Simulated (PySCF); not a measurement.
C₂H₁₀O₂Si₂, SMILES CC([SiH2]O)[SiH2]O.

The structure is a stationary point at B3LYP-D3(BJ)/def2-SVP. This is a generated structure with no PubChem entry under its InChIKey; it may be hypothetical. One conformer was computed; it need not be the lowest.

Two levels are set side by side: TDA-PBE/def2-SVPD (PySCF) and TDA-B3LYP/def2-SVPD (PySCF). Vertical, same geometry. The lowest singlet is HOMO→LUMO 99 % with PBE and HOMO→LUMO 97 % with the other functional; states are paired by order. Differences are taken from unrounded values.

```tsv
quantity	TDA-PBE
lowest singlet excitation (eV)	5.70
lowest triplet excitation (TDA) (eV)	5.52
```

### Question
These are the TDA-PBE values. What does TDA-B3LYP give? (The exact figures need the calculation; the answer reports its results.)

### Answer

```csv
quantity,TDA-B3LYP,TDA-PBE minus TDA-B3LYP
lowest singlet excitation (eV),6.36,-0.66
lowest triplet excitation (TDA) (eV),6.15,-0.63
```

A lower first singlet is the usual sign of a functional without exact exchange. Differences between two approximate levels are no errors against the true value.

Rough cost on one machine, each run with all the roots and properties that it gave: TDA-B3LYP against TDA-PBE about 3 times.
